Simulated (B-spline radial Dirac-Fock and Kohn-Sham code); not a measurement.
Method: the Dirac equation of a negative muon with reduced mass in the field of a spherical finite nucleus, with the Uehling potential to all orders; nuclear polarisation, deformation, hyperfine structure, self-energy, higher-order vacuum polarisation, relativistic recoil and electron screening are left out. Computed with a radial atomic solver. The nuclear charge is a uniformly charged sphere.

Q: A muonic atom of atomic mass 192.96 u emits these computed lines: 2p3/2 → 1s1/2 5581 keV, 3d5/2 → 2p3/2 2238 keV, 4f7/2 → 3d5/2 826.1 keV, 5g9/2 → 4f7/2 379.9 keV. Which element is it, and what rms charge radius was used?

A: Iridium (Z = 77, nuclide ¹⁹³Ir); the high transitions hardly feel the nucleus and fix Z. The 2p → 1s line lies 8412 keV below the value for a point nucleus without QED, which for this nuclear model gives a radius near 5.40 fm (5.4032 fm was used).
